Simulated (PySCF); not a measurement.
C$_{2}$H$_{9}$AlOSi, charge -1, sextet, geometry from GFN2-xTB of the parent state (such geometries of metal compounds can be far from the true shape) (a state made from the parent by changing its charge; the spin is typed, not shown lowest) (in this run its highest filled SCF level lies above zero, so its values depend strongly on the basis, on diffuse functions most of all); DF-BLYP/pcseg-1 (PySCF).

Input for PySCF:
```python
from pyscf import gto, scf, dft

mol = gto.M(
    atom='''
Al   -0.348811    1.109574    0.025886
C     1.575079    1.935325    0.018947
H     2.313334    1.445103    0.669354
H     1.540882    2.984745    0.342838
H     2.023364    1.947412   -0.984531
C    -0.912952    1.103268    2.042014
H    -1.891134    0.628752    2.203298
H    -1.015924    2.132324    2.413262
H    -0.221155    0.602930    2.734474
O    -0.225424   -0.596252   -0.522581
Si   -0.031553   -2.121726   -0.908719
H    -0.907941   -3.004335   -0.110693
H     1.354672   -2.596952   -0.734888
H    -0.389186   -2.321813   -2.332683
''',
    basis='pcseg-1',
    charge=-1,
    spin=5,
    verbose=3,
)

mf = dft.UKS(mol)
mf.xc = 'blyp'
mf = mf.density_fit(auxbasis='def2-universal-jkfit')
mf.kernel()
mf.analyze()
```

What the program printed (banner, timings and long lists left out):

```
converged SCF energy = -688.302880413828  <S^2> = 8.7558412  2S+1 = 6.0019468
**** MO energy ****
                             alpha | beta                alpha | beta
MO #1   energy= -65.35350081324    | -65.3527986037609  occ= 1 | 1
MO #2   energy= -55.3043488150339  | -55.3012972294381  occ= 1 | 1
MO #3   energy= -18.6803176538413  | -18.6638223288885  occ= 1 | 1
MO #4   energy= -9.79523388675157  | -9.7869820966705   occ= 1 | 1
MO #5   energy= -9.784936954514    | -9.77529459372422  occ= 1 | 1
MO #6   energy= -4.94574630081621  | -4.94497654457365  occ= 1 | 1
MO #7   energy= -3.80246727531217  | -3.79894759484745  occ= 1 | 1
MO #8   energy= -3.36795048317978  | -3.36672380508076  occ= 1 | 1
MO #9   energy= -3.36727835860806  | -3.36601045211866  occ= 1 | 1
MO #10  energy= -3.36513614971801  | -3.36460877395134  occ= 1 | 1
MO #11  energy= -2.41602873126676  | -2.41218635057176  occ= 1 | 1
MO #12  energy= -2.41465414382904  | -2.41106263045752  occ= 1 | 1
MO #13  energy= -2.41401868252565  | -2.40878396190062  occ= 1 | 1
MO #14  energy= -0.797656269513677 | -0.763084000818703 occ= 1 | 1
MO #15  energy= -0.50044404518269  | -0.48233454964113  occ= 1 | 1
MO #16  energy= -0.489172158237864 | -0.46995835483855  occ= 1 | 1
MO #17  energy= -0.385606940599224 | -0.366993076665269 occ= 1 | 1
MO #18  energy= -0.289421141604696 | -0.266075740292451 occ= 1 | 1
MO #19  energy= -0.254870750059256 | -0.224026287227716 occ= 1 | 1
MO #20  energy= -0.233657612931493 | -0.220814708082354 occ= 1 | 1
MO #21  energy= -0.231424227093172 | -0.215161168280233 occ= 1 | 1
MO #22  energy= -0.227486893527219 | -0.210808946549605 occ= 1 | 1
MO #23  energy= -0.219101737825503 | -0.207382931435112 occ= 1 | 1
MO #24  energy= -0.215091946163704 | -0.203123879604295 occ= 1 | 1
MO #25  energy= -0.193605434419483 | -0.156314167330363 occ= 1 | 1
MO #26  energy= -0.181697249242696 | -0.138402698847031 occ= 1 | 1
MO #27  energy= -0.155852244047991 | -0.134595681343114 occ= 1 | 0
MO #28  energy= -0.1335365095137   | -0.0878326894067105 occ= 1 | 0
MO #29  energy= 0.0113469046018975 | 0.0770483034104115 occ= 1 | 0
MO #30  energy= 0.102091887904601  | 0.132643813695529  occ= 1 | 0
MO #31  energy= 0.134141427410531  | 0.15324887799229   occ= 1 | 0
MO #32  energy= 0.138899228738176  | 0.15996526654292   occ= 0 | 0
MO #33  energy= 0.156131627797757  | 0.174796947613109  occ= 0 | 0
MO #34  energy= 0.161703844841574  | 0.176834837412884  occ= 0 | 0
MO #35  energy= 0.170580380789786  | 0.180912436875132  occ= 0 | 0
MO #36  energy= 0.183034365204038  | 0.203990852561473  occ= 0 | 0
MO #37  energy= 0.19159648549766   | 0.205127925393478  occ= 0 | 0
MO #38  energy= 0.198660181685129  | 0.21241148005758   occ= 0 | 0
MO #39  energy= 0.21626298235108   | 0.225940994525489  occ= 0 | 0

To work with the spin densities directly, `use mulliken_meta_spin()` only printing them here.

 ** Mulliken spin pop alpha/beta on meta-lowdin orthogonal AOs **
 ** Mulliken Spin Density (per atom)  **
spin density of  0 Al =      1.64118
spin density of  1 C =      0.52168
spin density of  2 H =      0.04095
spin density of  3 H =      0.04161
spin density of  4 H =      0.03619
spin density of  5 C =      0.62114
spin density of  6 H =      0.05722
spin density of  7 H =      0.05687
spin density of  8 H =      0.06890
spin density of  9 O =      0.78213
spin density of  10 Si =      0.75903
spin density of  11 H =      0.02292
spin density of  12 H =      0.10661
spin density of  13 H =      0.24358
 ** Mulliken pop alpha/beta on meta-lowdin orthogonal AOs **
 ** Mulliken atomic charges   ( Nelec_alpha | Nelec_beta ) **
charge of  0Al =     -0.05504  (     7.34811      5.70693 )
charge of  1C =     -0.41187  (     3.46677      2.94509 )
charge of  2H =      0.07843  (     0.48126      0.44031 )
charge of  3H =      0.09115  (     0.47523      0.43362 )
charge of  4H =      0.09515  (     0.47052      0.43433 )
charge of  5C =     -0.45538  (     3.53826      2.91712 )
charge of  6H =      0.07896  (     0.48913      0.43191 )
charge of  7H =      0.08391  (     0.48648      0.42961 )
charge of  8H =      0.05646  (     0.50622      0.43732 )
charge of  9O =     -0.61192  (     4.69702      3.91490 )
charge of  10Si =      0.18005  (     7.28949      6.53046 )
charge of  11H =     -0.09359  (     0.55826      0.53534 )
charge of  12H =     -0.05004  (     0.57832      0.47172 )
charge of  13H =      0.01372  (     0.61493      0.37135 )

WARN: System has nonzero charge -1; the dipole moment is origin-dependent.
Location of origin: [0. 0. 0.]

Dipole moment(X, Y, Z, Debye):  2.00159, -1.00271,  0.13690
```
